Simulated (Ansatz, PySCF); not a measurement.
Gas-phase reaction (SMILES): C[O][GeH]([O]C)[O]C + [H][H] (H2) → C[O][GeH2][O]C + CO (CH4O); hydrogen cleaves one Ge-O bond, a model of a ligand-exchange step.

Structures are relaxed separately at B3LYP-D3(BJ)/def2-TZVP in Ansatz (a program for electronic structure), one conformer each, not searched for the lowest. Cores are frozen in the correlated levels unless marked. Spin-orbit coupling is left out. Frozen are the shells of the preceding noble gas and the d and f shells that filled before the atom's block. Non-relativistic. CBS marks a two-point X^-3 extrapolation of the correlation energy; Hartree-Fock from the larger set. The bracket is a focal-point correction in the basis named. Thermal terms are rigid-rotor harmonic-oscillator values from B3LYP-D3(BJ) frequencies (Ansatz or PySCF) at 298.15 K and 1 atm. 1 Eh = 627.5095 kcal/mol.

```tsv
species	E, RI-MP2/CBS(aug-cc-pVTZ,aug-cc-pVQZ)+[CCSD(T)-MP2]/aug-cc-pVTZ (Ansatz) (Eh)	E, PBE0-D4/def2-TZVPD (Ansatz + dftd4) (Eh)	H - E (Eh)
C[O][GeH]([O]C)[O]C	-2421.25431	-2422.54652	0.14584
[H][H] (H2)	-1.17524	-1.16831	0.01336
C[O][GeH2][O]C	-2306.80500	-2308.07035	0.10864
CO (CH4O)	-115.61566	-115.64059	0.05533
```

**Question.** Work out ΔE and ΔH at 298.15 K at the first level, then ΔH at the second.

**Answer.** 
1. ΔE = [(-2306.80500) + (-115.61566)] - [(-2421.25431) + (-1.17524)] = 0.00889 Eh = 5.6 kcal/mol at RI-MP2/CBS(aug-cc-pVTZ,aug-cc-pVQZ)+[CCSD(T)-MP2]/aug-cc-pVTZ.
2. The terms H - E add up to 0.00477 Eh, so ΔH = (0.00889 + (0.00477))×627.5095 = 8.6 kcal/mol.
3. At PBE0-D4/def2-TZVPD the same steps give ΔE = 2.4 and ΔH = 5.4 kcal/mol, a shift of -3.2 from the first level.
4. These values are not checked against measurement here, since the tables used lack a sound gas-phase enthalpy of formation for at least one species.
